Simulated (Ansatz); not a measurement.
A nudged elastic band was laid between two geometries of C$_{2}$H$_{8}$GeO$_{2}$ (13 atoms, charge 0, multiplicity 1).

Level of theory: RKS revPBE/def2-SVP in Ansatz.

```json
{
  "movable images": "9",
  "climbing image": "yes",
  "spring": "5.0 eV/Å²",
  "optimiser": "quadratic models (default)",
  "start path": "through a guess of the saddle point",
  "force threshold": "0.05 eV/Å",
  "iteration limit": "60",
  "end points": "relaxed"
}
```

Initial state:

```xyz
13
Properties=species:S:1:pos:R:3
C -1.863 -0.208 1.249
O -1.718 0.412 -0.025
C -0.544 0.081 -0.701
O 0.585 0.630 -0.034
Ge 2.271 0.242 -0.586
H -2.859 0.081 1.638
H -1.082 0.126 1.968
H -1.819 -1.323 1.172
H -0.658 0.514 -1.724
H -0.436 -1.037 -0.790
H 2.485 -1.303 -0.565
H 3.170 0.966 0.443
H 2.488 0.785 -2.031
```

Final state:

```xyz
13
Properties=species:S:1:pos:R:3
C -1.746 -0.218 1.244
O -1.422 0.606 0.117
C -0.289 0.227 -0.581
O 0.934 0.543 0.160
Ge 2.930 -0.023 -0.687
H -2.682 0.185 1.675
H -0.947 -0.195 2.016
H -1.915 -1.276 0.935
H -0.293 0.778 -1.545
H -0.208 -0.868 -0.758
H 2.395 -1.550 -0.714
H 0.951 1.510 0.318
H 2.312 0.248 -2.167
```

(1) What changes between the two ends?

(2) Give the energies along the band, and the barrier.

(3) What is the geometry of the highest image?

Answers

(1) Bonds broken: Ge5–H12. Bonds formed: O4–H12.

(2) The run converged. The highest image is number 6 of 0 to 10, 203.5 kJ/mol above the first end and 112.4 kJ/mol above the last; the last end lies 91.0 kJ/mol above the first. The profile has 2 maxima (images 2, 6) with wells between them (image 4): this band takes more than one step, which may be the mechanism or a detour left from its start path. Neighbouring images differ by up to 1.5 eV, so the band resolves the path poorly. A vibrational analysis at the climbing image gives one clearly imaginary mode, 1205i cm⁻¹: a first-order saddle point. The orbitals stay closed-shell, which can raise the energy where a bond breaks towards radicals; this wasn't checked here.

| image | path coordinate (Å) | energy (kJ/mol) | Ge5–H12 (Å) | O4–H12 (Å) |
| --- | --- | --- | --- | --- |
| 0 | 0.00 | 0.0 | 1.55 | 2.65 |
| 1 | 0.76 | 1.3 | 1.55 | 2.66 |
| 2 | 1.53 | 4.0 | 1.55 | 2.70 |
| 3 | 2.29 | 2.3 | 1.56 | 2.77 |
| 4 | 3.06 | 0.9 | 1.56 | 2.76 |
| 5 | 3.84 | 57.5 | 1.53 | 2.22 |
| 6 | 4.61 | 203.5 | 1.64 | 1.42 |
| 7 | 5.23 | 112.0 | 2.22 | 0.99 |
| 8 | 5.86 | 94.2 | 2.65 | 0.98 |
| 9 | 6.49 | 91.7 | 2.70 | 0.98 |
| 10 | 7.11 | 91.0 | 2.70 | 0.98 |

(3) 
```xyz
13
Properties=species:S:1:pos:R:3
C -1.879 -0.247 1.233
O -1.469 0.679 0.229
C -0.395 0.252 -0.549
O 0.811 0.173 0.213
Ge 2.605 0.251 -0.822
H -2.764 0.190 1.734
H -1.082 -0.421 1.989
H -2.166 -1.231 0.790
H -0.307 0.992 -1.378
H -0.577 -0.767 -0.986
H 3.377 -0.984 -0.233
H 1.686 1.283 0.063
H 2.181 -0.206 -2.268
```

Run time: 2.7 min on 2 threads of AMD EPYC 9R45 96-Core Processor (Zen 5) (shared host), peak memory 0.2 GiB.
